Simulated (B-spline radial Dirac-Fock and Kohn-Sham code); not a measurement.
Photoemission from Hf⁴⁺ at 1990 eV, detector at θ = 60°, φ = 180°

System: hafnium as Hf⁴⁺, 1s2 2s2 2p6 3s2 3p6 3d10 4s2 4p6 4d10 4f14 5s2 5p6. These are calculated numbers from a B-spline atomic structure program; the model is Dirac-Hartree-Slater photoionisation with a Latter tail; cross sections with all multipoles, angular parameters from the dipole term and its interference with E2. Thresholds are orbital energies of the model. For linearly polarised light dσ/dΩ = σ/(4π) [1 + β P₂(cos θ) + (δ + γ cos²θ) sin θ cos φ], with θ from the polarisation vector and φ the angle between the beam and the projection of the electron momentum on the plane normal to the polarisation. The dipole factor is 1 + βP₂ and the non-dipole term is the rest of the bracket. Open shells are filled statistically over j.

Input of the calculation (task.json; shells as n, l, electrons):

```json
{"items": [{
  "Z": 72,
  "q": 4,
  "cfg": [[1, 0, 2], [2, 0, 2], [2, 1, 6], [3, 0, 2], [3, 1, 6], [3, 2, 10], [4, 0, 2], [4, 1, 6], [4, 2, 10], [4, 3, 14], [5, 0, 2], [5, 1, 6]],
  "A": 180,
  "rrms": 5.347,
  "do": "xps",
  "hv": [70.9, 100, 105.0, 106.0, 124.0, 147.0, 189.0, 199.0, 200, 201.0, 247.0, 249.0, 403.0, 421.0, 540.0, 600, 1486.9, 1770.0, 1990.0, 2410.0, 2984.4, 3810.0, 4890.0, 4930.0, 6000, 7910.0, 8040.0, 8047.8, 9270.0, 15000]
}]}
```

Launch: `python xray2_run.py task.json out`

```tsv
subshell	threshold (eV)	σ (kb)	β	γ	δ	dipole factor	non-dipole term	dσ/dΩ (kb/sr)
3d3/2	1769.3	346	0.50	-0.13	-0.013	0.937	+0.040	26.9
3d5/2	1712.2	493	0.65	-0.16	-0.013	0.918	+0.046	37.8
4s	569.7	15.6	1.93	0.37	-0.001	0.759	-0.080	0.841
4p1/2	479.3	18.9	1.65	0.13	0.000	0.794	-0.028	1.15
4p3/2	419.6	41.7	1.65	0.05	0.001	0.794	-0.011	2.60
4d3/2	269.3	46.3	1.34	0.01	0.023	0.833	-0.023	2.98
4d5/2	258.3	65.6	1.34	0.04	0.022	0.832	-0.027	4.21
4f5/2	70.72	17.0	1.06	0.47	0.119	0.868	-0.206	0.898
4f7/2	68.81	21.5	1.04	0.49	0.120	0.870	-0.209	1.13
5s	115.7	2.98	1.94	0.25	-0.001	0.758	-0.053	0.167
5p1/2	88.93	2.99	1.71	0.05	-0.003	0.786	-0.009	0.185
5p3/2	80.19	6.21	1.70	0.00	0.000	0.787	0.000	0.389
```
